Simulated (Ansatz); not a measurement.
Ansatz (an electronic-structure program) input (RI-MP2/def2-TZVPPD):
A basis named .json is the Basis Set Exchange file of that set.

Ansatz 0.2 input:
```yaml
crystal:
  periodic: [false, false, false]
  atoms:
    - {symbol: Ge, position_ang: [-0.01426658, -0.01909977, 0.97225137]}
    - {symbol: I, position_ang: [1.17561757, -1.89115665, -0.31358715]}
    - {symbol: I, position_ang: [-1.16700379, 1.90268858, -0.27343255]}
basis:
  gaussian:
    orbitals: def2-TZVPPD.json
    fitting: {mean_field: def2-universal-jkfit, correlation: def2-TZVPPD-RIFIT.json}
total_charge: -1
magnetization: {spin_polarized: true, initial_magnetization: 1}
correlation: {method: mp2, electrons: outside_noble_gas}
```

End of the output:

```
integrals: 0.18 GiB planned
702 factors; integrals over basis functions are off by at most 5.5e-1 eV
575 factors; integrals over basis functions are off by at most 1.3e2 eV
mean field: 0.89 GiB planned
mean field evaluation 1: about -72621.2269 eV, gradient 1.2e1 eV
mean field evaluation 2: about -72621.8974 eV, gradient 9.9e0 eV
mean field evaluation 4: about -72622.2701 eV, gradient 8.6e-1 eV
mean field evaluation 8: about -72622.2960 eV, gradient 2.0e-6 eV
mean field evaluation 16: about -72620.1569 eV, gradient 5.4e0 eV
mean field evaluation 32: about -72619.7572 eV, gradient 5.4e-1 eV
mean field -72622.29599876 eV, -2668.8201527943 hartree, gradient 2.0e-6 eV, S^2 0.776200; 6 other end points of the search recorded, 0 dependent functions left out
32 core orbitals not correlated
reference -72622.29599876 eV, -2668.8201527943 hartree; 10, 9 occupied and 130, 131 virtual orbitals, 575 factors
second order -10.02674469 eV of doubles, -0.00000000 eV of singles
Total energy: -72632.32274346 eV, -2669.1886288655 hartree
```

This state (charge -1, doublet) is run at the relaxed geometry of the species with charge 0 and multiplicity 3.
